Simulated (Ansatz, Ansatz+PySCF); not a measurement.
```xyz
8

Li   -0.9240   -0.9240   -0.9240
F    -1.0249   -1.0249    1.0249
F    -1.0249    1.0249   -1.0249
Li   -0.9240    0.9240    0.9240
F     1.0249   -1.0249   -1.0249
Li    0.9240   -0.9240    0.9240
Li    0.9240    0.9240   -0.9240
F     1.0249    1.0249    1.0249
```

RHF-MP2 on singlet Li₄F₄ was run in several spherical basis sets with Ansatz (development build ahead of 0.2.0). Frozen core: 4 orbitals.

**Question.** Rank the basis sets by the total energy that they give, lowest first, with the distance from the lowest.
A. cc-pVDZ
B. def2-SVP
C. 6-31G(d)

**Answer.** A (0.00 eV), C (2.75 eV), B (10.61 eV).

Totals follow the description of the cores as much as that of the bonds, so this order isn't one of quality for chemistry.
